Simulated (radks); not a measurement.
Species: N+. Configuration: [He] 2s2 2p2 (the NIST ground configuration).

Method: non-relativistic Kohn-Sham, PBEsol, spin-polarised, spherical densities, point nucleus; open shells are filled with parallel spins first; computed with a radial shooting solver on a logarithmic mesh with Libxc functionals.

Energy parts (eV):
total: -1463.460
kinetic: 1459.129
electron-nucleus: -3364.744
Hartree: 606.606
exchange-correlation: -164.451

Orbitals (lengths in bohr, moments of r in powers of bohr):
orbital  occ.  eigenvalue (eV)     <r>
1s up       1        -399.7973  0.2307
1s down     1        -398.4709  0.2299
2s up       1         -33.6254   1.236
2s down     1         -29.8581   1.271
2p up       2         -21.9656   1.252
2p down     0         -18.2125   1.326

The highest occupied level is 2p up at -21.966 eV. The electron density at the nucleus is 206.9 e/bohr^3.
